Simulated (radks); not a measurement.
I5+, configuration [Kr] 4d10 5s2.

Method: Dirac Kohn-Sham, PBE, spin-unpolarised, spherical densities, finite nucleus; Fermi nuclear charge, rms radius 4.75 fm; computed with a radial shooting solver on a logarithmic mesh with Libxc functionals.

Energy parts (eV):
total: -193562.218
kinetic: 205162.269
electron-nucleus: -467568.897
Hartree: 73737.734
exchange-correlation: -4893.324

Orbitals (lengths in bohr, moments of r in powers of bohr; <r^-3> diverges for s and p1/2; r(90%) holds 90 % of the orbital's charge):
| orbital | occ. | eigenvalue (eV) | <r^-3> | r(90%) | <1/r> | small-component weight |
|---|---|---|---|---|---|---|
| 1s1/2 | 2 | -33018.73 | - | 0.0490 | 56.84 | 3.81e-02 |
| 2s1/2 | 2 | -5150.354 | - | 0.181 | 13.26 | 8.15e-03 |
| 2p1/2 | 2 | -4836.199 | - | 0.162 | 13.25 | 8.18e-03 |
| 2p3/2 | 4 | -4537.438 | 5231 | 0.169 | 12.22 | 7.76e-03 |
| 3s1/2 | 2 | -1086.971 | - | 0.461 | 4.731 | 2.41e-03 |
| 3p1/2 | 2 | -957.0402 | - | 0.457 | 4.641 | 2.36e-03 |
| 3p3/2 | 4 | -900.8034 | 1006 | 0.473 | 4.387 | 2.24e-03 |
| 3d3/2 | 4 | -671.8549 | 161.0 | 0.450 | 4.241 | 2.12e-03 |
| 3d5/2 | 6 | -660.0283 | 148.9 | 0.455 | 4.176 | 2.09e-03 |
| 4s1/2 | 2 | -239.1568 | - | 1.07 | 1.903 | 6.91e-04 |
| 4p1/2 | 2 | -193.7441 | - | 1.13 | 1.794 | 6.30e-04 |
| 4p3/2 | 4 | -182.7437 | 197.2 | 1.17 | 1.713 | 5.95e-04 |
| 4d3/2 | 4 | -109.5021 | 24.35 | 1.37 | 1.470 | 4.58e-04 |
| 4d5/2 | 6 | -107.7508 | 22.33 | 1.38 | 1.450 | 4.49e-04 |
| 5s1/2 | 2 | -68.9886 | - | 2.48 | 0.7566 | 1.57e-04 |

The highest occupied level is 5s1/2 at -68.989 eV. For comparison, the ionisation energy in NIST's Atomic Spectra Database is 74.4 eV (semi-empirical). In exact Kohn-Sham theory the highest level is minus the ionisation energy, but local and semilocal functionals leave it too shallow, through self-interaction and a potential that decays too fast; potentials with the right tail come closer. Summed over all electrons, <r^2> = 23.87 bohr^2, which gives a Langevin (diamagnetic) susceptibility term of -18.9 x 10^-6 cm^3/mol.
